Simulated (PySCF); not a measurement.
Species: pivaloyl chloride, C5H9ClO.
Z-matrix (Å and degrees, PBE0-D3(BJ)/def2-SVP geometry), rows numbered from 1:
```
C 
C   1  1.5284
C   2  1.5335  1  110.37
C   2  1.5326  1  110.33  3   122.11
C   2  1.5238  1  107.52  3  -118.45
O   5  1.1820  2  127.09  1     2.40
Cl  5  1.8037  2  113.60  1  -178.20
H   1  1.0995  2  111.24  3   179.41
H   1  1.1001  2  109.56  3   -60.75
H   1  1.0991  2  111.33  3    59.26
H   3  1.1005  2  109.18  1    61.22
H   3  1.1007  2  111.23  1   -57.90
H   3  1.0986  2  111.38  1  -179.01
H   4  1.1006  2  111.34  1    59.37
H   4  1.0984  2  111.48  1  -179.44
H   4  1.1006  2  109.07  1   -59.68
```

Computed with PySCF at CAM-B3LYP/def2-SVPD, non-relativistic, on one gas-phase PBE0-D3(BJ)/def2-SVP geometry that isn't relaxed in the solvent. The solvent is an IEF-PCM continuum (van der Waals radii × 1.2), and excitations are vertical TDDFT with non-equilibrium linear response and a frozen core. Specific hydrogen bonds and non-electrostatic terms are outside this model.

```csv
run,E − E(gas) (kJ/mol),HOMO (eV),HOMO–LUMO gap (eV),dipole (D),lowest singlet (eV),static polarisability (au)
gas,0.00,-9.81,9.93,3.06,5.13,77.7
P,-12.00,-9.85,9.96,3.72,5.19,96.6
Q,-16.07,-9.88,9.97,3.96,5.21,104.6
```

Task: The runs were made in acetone and chloroform. Which run belongs to which solvent?

Result: P = chloroform, Q = acetone. The dielectric constants are 4.711 (chloroform), 20.49 (acetone), and the energy falls further as ε rises. The optical constants n² used for the excitations are 2.09, 1.85 in the same order. In this model the ground state sees the solvent through ε alone.

Task: How constant is the ratio of the lowering to (ε − 1)/(2ε + 1)?

Result: 
```tsv
solvent	(ε − 1)/(2ε + 1)	E − E(gas) (kJ/mol)	ratio (kJ/mol)	polarisation term (kJ/mol)
chloroform	0.356	-12.00	-33.7	-13.55
acetone	0.464	-16.07	-34.6	-18.93
```

The ratio changes by +2.7 % in size from chloroform to acetone. The polarisation term is half the interaction of the solute with the induced surface charges.

On one thread, Intel Xeon Platinum 8488C (x86_64), shared host with 96 logical CPUs at a one-minute load of 52, this took 39 s wall and 1.1 GiB of memory at its peak. This is the whole response run at CAM-B3LYP/def2-SVPD in acetone, SCF included.
